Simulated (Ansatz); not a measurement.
Total energies of ClGeH₅O₂Si (`[OH][GeH2][SiH](O)Cl`).

Z-matrix (Å, degrees):
```
Ge
Si 1 2.387
O 1 1.807 2 94.0
H 1 1.543 2 117.5 3 -113.7
H 1 1.541 2 117.0 3 113.7
Cl 2 2.059 1 108.9 3 -106.6
O 2 1.632 1 102.8 3 12.6
H 2 1.478 1 117.7 3 132.6
H 3 0.959 1 114.9 2 172.6
H 7 0.967 2 113.5 1 -18.2
```

Total charge 0; spin multiplicity 1. Correlated methods include outer-core shells of Ge, which these sets cover unevenly. Scalar relativity is left out up to krypton. The geometry is a stationary point of PBE0-D4/def2-TZVP. It is one conformer, not always the lowest. Basis def2-TZVPP, Ansatz.

RPA on PBE orbitals: Hartree–Fock energy of these orbitals -2976.57836 Eh, correlation -1.67072 Eh (frozen core).

| functional | energy without D4 (Eh) | D4 term (kJ/mol) |
| --- | --- | --- |
| BLYP | -2980.38960 | -54.7 |
| CAM-B3LYP | -2980.46772 | -22.6 |

**Question.** Give the same for LDA (SPW92), PBE, revPBE, r2SCAN, B97M-V, PBE0, B3LYP, r2SCANh, r2SCAN0, HSE06 (plane-wave form), BHLYP, LC-ωPBE, ωB97X-V, ωB97M-V, B2PLYP, PBE-QIDH. (Estimate.)

**Answer.** The calculation gave: 
| functional | energy without D4 (Eh) | D4 term (kJ/mol) |
| --- | --- | --- |
| LDA (SPW92) | -2973.47138 | – |
| PBE | -2979.55499 | -25.5 |
| revPBE | -2980.01041 | -67.4 |
| r2SCAN | -2980.23668 | -6.1 |
| B97M-V | -2979.74791 | – |
| PBE0 | -2979.67621 | -21.8 |
| B3LYP | -2980.45611 | -41.6 |
| r2SCANh | -2980.21620 | -6.6 |
| r2SCAN0 | -2980.18726 | -7.4 |
| HSE06 (plane-wave form) | -2979.65564 | -20.6 |
| BHLYP | -2980.27863 | -35.0 |
| LC-ωPBE | -2979.79978 | – |
| ωB97X-V | -2980.01896 | – |
| ωB97M-V | -2980.16514 | – |
| B2PLYP | -2979.65839 | – |
| PBE-QIDH | -2979.16549 | – |

B3LYP takes the VWN-RPA correlation (the form of Gaussian; ORCA's B3LYP/G). HSE06 is the plane-wave form, built on full-range PBE exchange. The double hybrids freeze the cores in their second-order part.

LC-ωPBE has ω = 0.4 bohr⁻¹.
